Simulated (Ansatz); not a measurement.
Consider the ligand exchange at the Al–C bond: `[CH3][Al]([CH3])[F]` + HI → `[CH3][Al]([F])[I]` + CH₄.

Program: Ansatz. Geometries: PBE0-D4/def2-TZVP. ΔE: electronic, gas phase. CCSD(T)/CBS is the MP2 limit (def2-TZVPP, def2-QZVPP) plus CCSD(T) − MP2 in def2-TZVPP, frozen cores. This one scheme is used for every species. DFT in def2-TZVPP. B3LYP here is the variant with VWN-RPA as its local correlation; programs differ in this. HSE06 is defined as in plane-wave codes. def2 core potentials past Kr. For I outer-core shells are correlated without core-valence functions, which leaves a few kJ/mol of doubt a bond.

(1) Is it downhill or uphill in electronic energy at CCSD(T)/CBS, and by how much? (An estimate is asked.)

(2) What do these levels give: CAM-B3LYP-D4, B3LYP, HSE06, CCSD/def2-SVP, CCSD(T)/def2-TZVPP, MP2/CBS(def2)? (An estimate is asked.)

Largest T1 diagnostic among the species: 0.011.

Results:

(1) Computed: Downhill: ΔE = -38.8 kcal/mol.

(2) Ansatz gave: CAM-B3LYP-D4 -36.8, B3LYP -37.0, HSE06 -38.0, CCSD/def2-SVP -38.0, CCSD(T)/def2-TZVPP -37.5, MP2/CBS(def2) -41.1 kcal/mol.

From PBE to PBE0 (25 % exact exchange), in def2-TZVPP and without D4, ΔE moves by −1.3 kcal/mol. At CCSD(T), def2-SVP lies +0.9 kcal/mol from the extrapolated value and def2-TZVPP +1.3 kcal/mol.
